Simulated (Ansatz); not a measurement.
Consider the cleavage of the B–Si bond: `B[SiH2][AsH]C` + `[CH2]1[NH][AlH]1` → `B[N]1[CH2][AlH]1` + `C[AsH][SiH3]`.

Calculated with Ansatz (gas phase, PBE0-D4/def2-TZVP geometries, no zero-point term in ΔE). CCSD(T)/CBS is the MP2 limit (def2-TZVPP, def2-QZVPP) plus CCSD(T) − MP2 in def2-TZVPP, frozen cores. Functionals use def2-TZVPP. B3LYP here is the variant with VWN-RPA as its local correlation; programs differ in this. For As outer-core shells are correlated without core-valence functions, which leaves a few kJ/mol of doubt a bond. Scalar relativity is left out up to krypton. Each species was taken in one conformer, which may not be the lowest.

| level | ΔE (kJ/mol) | difference from CCSD(T)/CBS |
| --- | --- | --- |
| PBE-D4 | -151.0 | 4.8 |
| r2SCAN-D4 | -157.3 | -1.5 |
| PBE0-D4 | -153.6 | 2.2 |
| B3LYP-D4 | -161.5 | -5.7 |
| ωB97X-V | -158.2 | -2.4 |
| ωB97M-V | -163.1 | -7.3 |
| B2PLYP | -164.2 | -8.4 |
| PBE0 | -154.5 | 1.3 |
| B3LYP | -162.9 | -7.1 |
| MP2/def2-TZVPP | -165.4 | -9.6 |
| CCSD(T)/def2-TZVPP | -158.7 | -2.9 |
| HF/def2-QZVPP | -167.5 | -11.7 |
| MP2/def2-QZVPP | -163.7 | -7.9 |
| SCS-MP2/def2-QZVPP | -163.6 | -7.8 |
| HF/CBS(def2) | -167.6 | -11.8 |
| MP2/CBS(def2) | -162.5 | -6.7 |
| CCSD(T)/CBS | -155.8 | 0 |

Largest T1 diagnostic among the species: 0.015.
